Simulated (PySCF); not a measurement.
Highest occupied level (eV) of eight silicon and germanium compounds: PBE beside B3LYP, computed with PySCF for isolated molecules in the bases named; differences from unrounded values. The eight are the first of their class met in an unordered collection, after screening for sound electronic states; none was chosen by its value. Each molecule has one DFT geometry for both levels.

| molecule | basis | B3LYP |
|---|---|---|
| C3H7NSi, SMILES C#C[SiH2]CN | def2-TZVP | -6.72 |
| C2H6F2OSi, SMILES CCO[SiH](F)F | def2-TZVP | -8.65 |
| CH7FOSi2, SMILES O(C)[Si@H]([SiH3])F | def2-TZVP | -8.10 |
| CH7GeNO, SMILES C[NH][GeH2][OH] | def2-TZVP | -6.54 |
| CH₇NSi₃, SMILES N1=C[SiH2][Si@H]1[SiH3] | def2-TZVP | -6.63 |
| F2H2OSeSi, SMILES O[Si](F)(F)[SeH] | def2-TZVP | -7.55 |
| C2H5ClFNSi, SMILES N[Si@H](Cl)/C=C/F | def2-TZVP | -7.70 |
| C2H10ClNSi2, SMILES CN[Si@@H](Cl)C[SiH3] | def2-TZVP | -6.99 |

### Question
Estimate the PBE values and say how PBE differs from B3LYP over the set. (An estimate is asked for; the answer gives what the named calculation found.)

### Answer

| molecule | PBE | difference |
|---|---|---|
| C3H7NSi, SMILES C#C[SiH2]CN | -5.49 | 1.23 |
| C2H6F2OSi, SMILES CCO[SiH](F)F | -7.28 | 1.36 |
| CH7FOSi2, SMILES O(C)[Si@H]([SiH3])F | -6.99 | 1.10 |
| CH7GeNO, SMILES C[NH][GeH2][OH] | -5.37 | 1.17 |
| CH₇NSi₃, SMILES N1=C[SiH2][Si@H]1[SiH3] | -5.57 | 1.07 |
| F2H2OSeSi, SMILES O[Si](F)(F)[SeH] | -6.58 | 0.97 |
| C2H5ClFNSi, SMILES N[Si@H](Cl)/C=C/F | -6.56 | 1.14 |
| C2H10ClNSi2, SMILES CN[Si@@H](Cl)C[SiH3] | -5.86 | 1.13 |
PBE lies below B3LYP in 0 and above it in 8 of the eight; the mean signed difference is 1.15 and the largest 1.36 eV.
